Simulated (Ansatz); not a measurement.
AlSi₆, relaxed as a doublet with UKS B3LYP-D4/def2-SVP in Ansatz, starting from the GFN2-xTB geometry. Force threshold 0.02 eV/Å.

Another isomer (doublet) lies 1.37 eV lower at PBE0-D4/def2-TZVP; other spin states weren't run for this one.

Start:

Cartesian coordinates in Å:
```
Al 2.387 -2.053 0.622
Si 2.348 -1.500 -1.714
Si 0.645 -0.342 -0.787
Si -4.497 3.558 0.204
Si 3.002 -3.000 2.677
Si -1.086 1.053 -0.817
Si -2.799 2.283 -0.185
```

Problem. Estimate the energy that the relaxation releases and the steps that it takes.

Solution. 427.5 kJ/mol, in 32 steps; 7.6 min on 4 threads of Intel Xeon on a shared host. No frequencies were taken in this run, so the end may be a saddle point.

Problem. Does the start keep its bonding and symmetry?

Solution. Bonds formed: Si4–Si6, Si5–Si7 (atoms count from 1). Point group Cs at the start, Cs at the end, both within 0.05 Å.

Problem. Predict the relaxed structure.

Solution. 
```xyz
7

Al    1.467   -1.276    0.444
Si    2.204   -1.340   -1.903
Si    0.480   -0.033   -1.563
Si   -2.479    1.829    0.704
Si    0.366   -0.872    2.579
Si   -1.299    1.311   -1.199
Si   -0.739    0.381    0.939
```
Bond lengths: 6 × Si–Si 2.19 to 2.40 Å; 3 × Al–Si 2.44 to 2.56 Å.
